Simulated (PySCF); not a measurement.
F2H4SSi2.
Bonds: F1–Si2, Si2–S3, S3–Si4, Si4–F5. Hydrogens: H6, H7 on Si2; H8, H9 on Si4.

Theory: PySCF, PBE0-D3(BJ)/def2-SVP geometry optimisation, gas phase.

Problem. List the bond lengths, angles and torsions at this level.

Solution. 
```csv
bond,length (Å)
"F1–Si2, Si4–F5",1.622
"Si2–S3, S3–Si4",2.136
Si2–H6 and 3 like bonds,1.484
```

Bonds in one row agree within 0.01 Å and their mean is given. A selection of angles:
```csv
angle,degrees
F1–Si2–S3,110.4
F1–Si2–H6,108.5
S3–Si2–H6,106.8
S3–Si2–H7,110.6
H6–Si2–H7,113.5
Si2–S3–Si4,98.3
S3–Si4–F5,110.5
S3–Si4–H9,110.4
```

Torsions: F1–Si2–S3–Si4 -81° (synclinal); Si2–S3–Si4–F5 -82° (synclinal). The mirror-image conformer, all signs reversed, is as good.

Si2 (fluorine-bound silicon) is distorted tetrahedral (angles from 106.8° to 113.5°). S3 (sulfur bonded to 2 Si) is bent (angle 98.3°).

Point group: C2 (tolerance 0.08 Å). Stationary, but not proved a minimum. One conformer, not necessarily the lowest.

Time: 45 s of wall time; peak memory 0.42 GiB. Hardware: one thread of an Arm Neoverse V1, shared host with 32 logical CPUs at a one-minute load of 17. That covers the optimisation of the geometry.
